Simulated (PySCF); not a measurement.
Members of one series of related molecules.

All values: B3LYP/def2-SVPD (PySCF) at GFN2-xTB geometries, gas phase, one conformer each. Core orbitals are frozen in the response; Δα² is half the sum of the squared differences of the principal polarisabilities.

Question: Rank by HOMO–LUMO gap, lowest first.
A. `C=C1C[C@@H](CF)[C@@H]1F`
B. `C=C1C[C@@H](CCl)[Si@@H]1F`
C. `C=C1C[C@@H](CCl)[C@@H]1Cl`
D. `C=C1C[C@@H]([SiH2]Cl)[C@H]1F`

Answer: B (6.33 eV), C (6.49 eV), D (6.63 eV), A (6.77 eV).

Question: Rank by dipole moment, highest first.
A. `[CH2:1]=[C:2]1[CH2:3][C@@H:4]([SiH2:5][Cl:6])[C@H:7]1[F:8]` with C3–C4–Si5–Cl6 -74°, C1–C2–C3–C4 165°, C2–C3–C4–Si5 -104°, C3–C4–C7–F8 -128°, C1–C2–C7–C4 -165°
B. `[CH2:1]=[C:2]1[CH2:3][C@@H:4]([CH2:5][Cl:6])[Si@@H:7]1[F:8]` with C3–C4–C5–Cl6 169°
C. `[CH2:1]=[C:2]1[CH2:3][C@@H:4]([CH2:5][Cl:6])[C@@H:7]1[Cl:8]` with C3–C4–C5–Cl6 -69°, C1–C2–C3–C4 -168°, C2–C3–C4–C5 -126°, C3–C4–C7–Cl8 127°, C1–C2–C7–C4 168°
D. `[CH2:1]=[C:2]1[CH2:3][Si@@H:4]([CH2:5][Cl:6])[C@H:7]1[F:8]` with C3–Si4–C5–Cl6 -83°, C1–C2–C3–Si4 162°, C2–C3–Si4–C5 -98°, C3–Si4–C7–F8 -128°, C1–C2–C7–Si4 -162°

Answer: B (3.17 D), A (1.98 D), C (1.69 D), D (1.26 D).

Question: Rank by polarisability anisotropy Δα, lowest first.
A. `[CH2:1]=[C:2]1[CH2:3][C@@H:4]([CH2:5][Cl:6])[Si@@H:7]1[F:8]` with C3–C4–C5–Cl6 169°
B. `[CH2:1]=[C:2]1[CH2:3][C@@H:4]([CH2:5][F:6])[C@@H:7]1[F:8]` with C3–C4–C5–F6 50°, C1–C2–C3–C4 -165°, C2–C3–C4–C5 -130°, C3–C4–C7–F8 129°, C1–C2–C7–C4 165°
C. `[CH2:1]=[C:2]1[CH2:3][C@@H:4]([CH2:5][Cl:6])[C@H:7]1[F:8]` with C3–C4–C5–Cl6 -71°, C1–C2–C3–C4 166°, C2–C3–C4–C5 -105°, C3–C4–C7–F8 -128°, C1–C2–C7–C4 -167°
D. `[CH2:1]=[C:2]1[CH2:3][Si@@H:4]([CH2:5][Cl:6])[C@H:7]1[F:8]` with C3–Si4–C5–Cl6 -83°, C1–C2–C3–Si4 162°, C2–C3–Si4–C5 -98°, C3–Si4–C7–F8 -128°, C1–C2–C7–Si4 -162°

Answer: B (4.33 Å³), C (5.07 Å³), D (6.12 Å³), A (6.58 Å³).

All values together:

```tsv
SMILES	change	formula	μ (D)	HOMO (eV)	LUMO (eV)	α (Å³)	Δα (Å³)	electrons	α per electron (Å³)
C=C1C[C@@H](CCl)[C@H]1F	parent	C6H8ClF	1.93	-7.57	-0.89	12.59	5.07	70	0.180
C=C1C[Si@@H](CCl)[C@H]1F	C replaced by Si	C5H8ClFSi	1.26	-7.20	-0.96	14.82	6.12	78	0.190
C=C1C[C@@H]([SiH2]Cl)[C@H]1F	C replaced by Si	C5H8ClFSi	1.98	-7.52	-0.89	14.32	5.17	78	0.184
C=C1C[C@@H](CF)[C@@H]1F	Cl replaced by F	C6H8F2	1.73	-7.43	-0.66	10.66	4.33	62	0.172
C=C1C[C@@H](CCl)[Si@@H]1F	C replaced by Si	C5H8ClFSi	3.17	-7.69	-1.36	14.43	6.58	78	0.185
C=C1C[C@@H](CCl)[C@@H]1Cl	F replaced by Cl	C6H8Cl2	1.69	-7.50	-1.01	14.69	5.91	78	0.188
```

Conformers: `[CH2:1]=[C:2]1[CH2:3][C@@H:4]([CH2:5][Cl:6])[C@H:7]1[F:8]` with C3–C4–C5–Cl6 -71°, C1–C2–C3–C4 166°, C2–C3–C4–C5 -105°, C3–C4–C7–F8 -128°, C1–C2–C7–C4 -167°; `[CH2:1]=[C:2]1[CH2:3][Si@@H:4]([CH2:5][Cl:6])[C@H:7]1[F:8]` with C3–Si4–C5–Cl6 -83°, C1–C2–C3–Si4 162°, C2–C3–Si4–C5 -98°, C3–Si4–C7–F8 -128°, C1–C2–C7–Si4 -162°; `[CH2:1]=[C:2]1[CH2:3][C@@H:4]([SiH2:5][Cl:6])[C@H:7]1[F:8]` with C3–C4–Si5–Cl6 -74°, C1–C2–C3–C4 165°, C2–C3–C4–Si5 -104°, C3–C4–C7–F8 -128°, C1–C2–C7–C4 -165°; `[CH2:1]=[C:2]1[CH2:3][C@@H:4]([CH2:5][F:6])[C@@H:7]1[F:8]` with C3–C4–C5–F6 50°, C1–C2–C3–C4 -165°, C2–C3–C4–C5 -130°, C3–C4–C7–F8 129°, C1–C2–C7–C4 165°; `[CH2:1]=[C:2]1[CH2:3][C@@H:4]([CH2:5][Cl:6])[Si@@H:7]1[F:8]` with C3–C4–C5–Cl6 169°; `[CH2:1]=[C:2]1[CH2:3][C@@H:4]([CH2:5][Cl:6])[C@@H:7]1[Cl:8]` with C3–C4–C5–Cl6 -69°, C1–C2–C3–C4 -168°, C2–C3–C4–C5 -126°, C3–C4–C7–Cl8 127°, C1–C2–C7–C4 168°.

Question: Give the shifts from the parent, `C=C1C[C@@H](CCl)[C@H]1F`.

Answer: 
| SMILES | change in μ (D) | change in HOMO (eV) | change in LUMO (eV) | change in mean α (Å³) |
| --- | --- | --- | --- | --- |
| C=C1C[Si@@H](CCl)[C@H]1F | -0.67 | +0.37 | -0.07 | +2.23 |
| C=C1C[C@@H]([SiH2]Cl)[C@H]1F | +0.05 | +0.05 | 0.00 | +1.73 |
| C=C1C[C@@H](CF)[C@@H]1F | -0.20 | +0.14 | +0.23 | -1.93 |
| C=C1C[C@@H](CCl)[Si@@H]1F | +1.24 | -0.12 | -0.47 | +1.84 |
| C=C1C[C@@H](CCl)[C@@H]1Cl | -0.24 | +0.07 | -0.12 | +2.10 |

Question: How closely does the mean polarisability follow the number of electrons in this set?

Answer: The correlation coefficient is 0.99; α per electron runs from 0.172 to 0.190 Å³.
